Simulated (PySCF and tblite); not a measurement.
Values are calculated unless marked as measured or tabulated.
Molecule: C4H9FGe, numbered as in [CH3:1][Ge:2]1([F:3])[CH2:4][CH2:5][CH2:6]1.

The ring torsion 2–4–5–6 is restrained (values as reached) and the rest relaxed at GFN2-xTB. Energies: PBE0/pcSseg-1 + D3(BJ). Programs: tblite and PySCF.

GFN2-xTB flattens four-membered rings, so the relaxed shapes are rough. Spin–orbit effects of heavy atoms are missing.

Q: Give the DFT energy and dipole along the ring torsion.

A: 
```tsv
ring torsion °	E kcal/mol	dipole D
-38	3.62	2.81
-31	1.17	2.74
-24	0.20	2.69
-16	0.00	2.67
-8	0.32	2.68
0	0.54	2.69
8	0.43	2.70
16	0.26	2.69
24	0.49	2.67
31	1.67	2.63
38	4.34	2.55
```

Q: Where is the lowest sampled point, and what does the planar form cost?

A: At -16°; the point at 0° lies 0.54 kcal/mol above it.
